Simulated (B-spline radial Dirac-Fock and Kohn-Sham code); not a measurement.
# What relativity does to the binding energies of Au²⁹⁺

System: Au²⁹⁺, 1s2 2s2 2p6 3s2 3p6 3d10 4s2 4p6 4d10 4f4.

Both columns are ΔSCF binding energies of the configuration average from a radial B-spline solver: non-relativistic Hartree-Fock with a point nucleus, and Dirac-Fock with a finite nucleus and the Coulomb interaction alone, averaged over the two j levels with weights 2j+1.

```
shell  Hartree-Fock (eV)  Dirac-Fock (eV)  shift (eV)  shift (%)
   1s            74597.9          82190.4    +7592.49     +10.18
   2s            13418.1          15455.4    +2037.30     +15.18
   2p            12915.9          13603.6     +687.61      +5.32
   3s             3962.1           4478.0     +515.95     +13.02
   3p             3727.0           3923.9     +196.87      +5.28
   3d             3294.4           3277.1      -17.26      -0.52
   4s             1566.1           1717.2     +151.12      +9.65
   4p             1460.7           1519.9      +59.18      +4.05
   4d             1267.8           1267.5       -0.35      -0.03
   4f             1033.1           1019.7      -13.40      -1.30
```

Relativity binds 1s, 2s, 2p, 3s, 3p, 4s, 4p more strongly, among those listed most of all 2s in relative terms, and 3d, 4d, 4f more weakly, because the contracted s and p shells screen the nucleus better.

Values without a named source are computed, but for edge energies of neutral atoms, which are taken from tables.
